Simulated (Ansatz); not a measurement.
Scan of H2B (cation, charge +1), singlet: symmetric bend, bond length relaxed. Scanned: H-B-H angle. Other coordinates (B-H bond length) were minimised at B3LYP/def2-TZVP.

RKS-PBE/cc-pVDZ = restricted PBE/cc-pVDZ (Ansatz, a program for electronic structure); RKS-PBE0/cc-pVDZ = Ansatz with restricted PBE0/cc-pVDZ; FCI/cc-pVDZ = full CI/cc-pVDZ, frozen core (Ansatz).

Energies relative to the lowest point of each profile, in kJ/mol; the last columns give the error against full CI:

| a / ° | RKS-PBE/cc-pVDZ | RKS-PBE0/cc-pVDZ | FCI/cc-pVDZ | RKS-PBE/cc-pVDZ − FCI/cc-pVDZ | RKS-PBE0/cc-pVDZ − FCI/cc-pVDZ |
|---|---|---|---|---|---|
| 180 | 0.0 | 0.0 | 0.0 | 0.0 | 0.0 |
| 169.59 | 3.4 | 3.5 | 3.5 | -0.1 | 0.0 |
| 159.94 | 12.6 | 12.9 | 12.9 | -0.3 | -0.1 |
| 148.37 | 31.4 | 32.1 | 32.3 | -1.0 | -0.3 |
| 139.13 | 52.6 | 53.8 | 54.4 | -1.8 | -0.6 |
| 131.34 | 75.0 | 76.8 | 77.8 | -2.8 | -1.0 |
| 121.70 | 108.7 | 111.4 | 113.0 | -4.4 | -1.6 |
| 110.23 | 158.1 | 162.3 | 165.0 | -6.8 | -2.6 |
| 98.16 | 222.3 | 228.5 | 232.5 | -10.2 | -4.0 |
| 89.58 | 276.4 | 284.3 | 289.4 | -13.0 | -5.1 |
| 81.81 | 332.2 | 341.8 | 347.8 | -15.7 | -6.0 |
| 70.11 | 429.2 | 442.0 | 448.0 | -18.8 | -6.1 |

RKS-PBE/cc-pVDZ is furthest from FCI/cc-pVDZ at 70.11 (-18.8 kJ/mol, below); its mean absolute error over the points is 6.2 kJ/mol.

RKS-PBE0/cc-pVDZ is furthest from FCI/cc-pVDZ at 70.11 (-6.1 kJ/mol, below); its mean absolute error over the points is 2.3 kJ/mol.

The scan ran from 180.0 to 60.0; beyond the range shown the relaxed coordinates jump or full CI changes its symmetry label.
